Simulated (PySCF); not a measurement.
## Pd (palladium, neutral) across methods

[Kr] 4d9 5s1, high-spin 3D determinant (an excited configuration). All numbers are calculated (PySCF 2.14, the spin-free X2C one-electron Hamiltonian (Gaussian nucleus), in ANO-RCC-VTZP (7s6p4d2f1g, 68 functions)).

```tsv
method	E (hartree)	mean ε 4d α (eV)	mean ε 4d β (eV)	mean ε 5s α (eV)	Σ⟨r²⟩ (bohr²)	⟨S²⟩
LC-wPBE	-5044.68	-11.573	-10.711	-7.300	49.77	2.001
UHF	-5042.58678	-13.221	-12.095	-6.493	50.48	2.003
PBE0	-5044.78	-8.876	-7.948	-5.367	49.83	2.001
HSE06	-5044.72	-8.469	-7.550	-5.039	49.87	2.001
LDA	-5039.75	-7.447	-6.598	-5.095	50.13	2.000
r2SCANh	-5045.09	-8.084	-7.092	-5.237	49.59	2.002
r2SCAN	-5045.10	-7.433	-6.443	-5.008	49.65	2.002
PBE	-5044.72	-7.205	-6.330	-4.807	50.16	2.001
```
